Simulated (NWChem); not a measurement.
**Polarisability of ammonium (H4N (+1))**

SMILES: [NH4+]
```xyz
5

N      0.0000     0.0000     0.0000
H      0.8428     0.0000     0.5960
H     -0.8428     0.0000     0.5960
H      0.0000     0.8428    -0.5960
H      0.0000    -0.8428    -0.5960
```
Charge +1, spin multiplicity 1.

Program: NWChem. Structure: optimised with B3LYP/def2-SVP, a minimum by its harmonic frequencies.

Basis set: def2-SVPD. The field's frequency is 0.0428 Ha (1065 nm).

B3LYP has NWChem's definition, with VWN1-RPA local correlation.

Q: Order these methods by the isotropic polarisability they give, lowest first: PBE, HF, BHandHLYP.

A: HF (8.96 bohr³), BHandHLYP (9.11 bohr³), PBE (9.35 bohr³)
